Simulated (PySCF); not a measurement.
C₂H₆F₂Si, SMILES F[SiH](F)CC.

Geometry optimised at PBE0-D3(BJ)/def2-SVP. The values are those of a single conformer.

Two levels are set side by side: PBE/def2-TZVP (PySCF) and HF/def2-TZVP (PySCF). Same geometry, gas phase. Differences are taken from unrounded values.

| quantity | HF |
|---|---|
| orbital gap (eV) | 15.89 |
| highest occupied level (eV) | -12.27 |
| lowest empty level (eV) | 3.62 |
| dipole moment (D) | 2.47 |
| mean polarisability (bohr³) | 43.4 |

What does PBE give, and how far is it from HF? (An estimate is asked for; the answer gives what the named calculation found.)


```csv
quantity,PBE,PBE minus HF
orbital gap (eV),7.44,-8.45
highest occupied level (eV),-7.49,4.78
lowest empty level (eV),-0.05,-3.67
dipole moment (D),2.21,-0.26
mean polarisability (bohr³),49.1,5.7
```

Without exact exchange PBE keeps part of each electron's self-repulsion, which lifts occupied levels and narrows the gap. Loosely held outer electrons make PBE densities more polarisable. Differences between two approximate levels are no errors against the true value.

Rough cost on one machine, each run with all the roots and properties that it gave: HF against PBE about 1/4.
